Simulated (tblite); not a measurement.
A tight-binding relaxation on `C[AsH]CC1=CC=CC=C1`.

Computed with GFN2-xTB geometry optimisation, gas phase (tblite 0.8.0). Start geometry: from a force field or distance geometry. The input is one job of a driver script: a line of settings, then coordinates in Å.

Command:
```bash
OMP_NUM_THREADS=1 python probes_run.py task.json out
```

Input:
```
{"job": {"kind": "relax", "xc": "GFN2-xTB", "basis": "xTB"}, "charge": 0, "multiplicity": 1}
C     -2.434700    -0.423800     1.293600
As    -2.501800     0.065600    -0.627500
C     -0.849200    -0.952600    -1.067400
C      0.357500    -0.195100    -0.611700
C      1.005200    -0.571400     0.595700
C      2.117300     0.145900     1.029400
C      2.595900     1.238200     0.290100
C      1.957300     1.615700    -0.883900
C      0.839400     0.894500    -1.334000
H     -2.271500    -1.511200     1.416200
H     -1.634500     0.141600     1.795800
H     -3.417000    -0.160900     1.765400
H     -3.430100    -1.146300    -0.958800
H     -0.813000    -1.080900    -2.175600
H     -0.907200    -1.953500    -0.615200
H      0.644000    -1.405400     1.186300
H      2.620200    -0.137500     1.952900
H      3.457300     1.783400     0.639300
H      2.314900     2.459900    -1.450800
H      0.344700     1.204400    -2.242800
```

Task: What does the run print?

Result: 
```
step      E/eV     max force
  0    -682.31282    1.097
  1    -682.38312    0.500
  2    -682.40603    0.286
  3    -682.41555    0.213
  4    -682.41840    0.138
  5    -682.42051    0.125
  6    -682.42214    0.137
  7    -682.42354    0.094
  8    -682.42459    0.087
  9    -682.42551    0.103
... (70 lines left out)
 80    -682.43611    0.025
 81    -682.43623    0.022
 82    -682.43631    0.014
 83    -682.43634    0.011
 84    -682.43637    0.012
 85    -682.43640    0.013
 86    -682.43644    0.015
 87    -682.43648    0.013
 88    -682.43650    0.010
 89    -682.43652    0.009
```

«max force» is the largest atomic force in eV/Å.

Task: From which step on does the largest force stay under 0.1 eV/Å, and how much energy is left to gain from there?

Result: From step 10 (0.077 eV/Å), 10.2 meV above the end.

In short: energy lowered by 2.9 kcal/mol over 89 steps; largest atomic force 0.009 eV/Å at the end.

Task: Where do the atoms end?

Result: 0.202 Å rms from the input after alignment:
```
atom  x, y, z in Å
C1    -2.4781   -0.2463    1.2332
As2   -2.4629   -0.0080   -0.7216
C3    -0.7924   -1.0548   -1.0604
C4     0.3853   -0.2806   -0.5774
C5     1.1303   -0.6934    0.5198
C6     2.2091    0.0528    0.9627
C7     2.5552    1.2270    0.3180
C8     1.8116    1.6555   -0.7702
C9     0.7361    0.9089   -1.2101
H10   -2.2854   -1.2813    1.5105
H11   -1.7028    0.3829    1.6710
H12   -3.4374    0.0591    1.6486
H13   -3.3674   -1.1892   -0.9986
H14   -0.7173   -1.2248   -2.1380
H15   -0.8578   -2.0228   -0.5592
H16    0.8687   -1.6122    1.0276
H17    2.7811   -0.2860    1.8148
H18    3.3983    1.8082    0.6612
H19    2.0701    2.5757   -1.2740
H20    0.1505    1.2401   -2.0609
```

On an Arm Neoverse V2 with one thread, no GPU, on a shared host, this took 0.59 s.
Labels such as C1 count atoms from 1, the log's own numbers from 0.
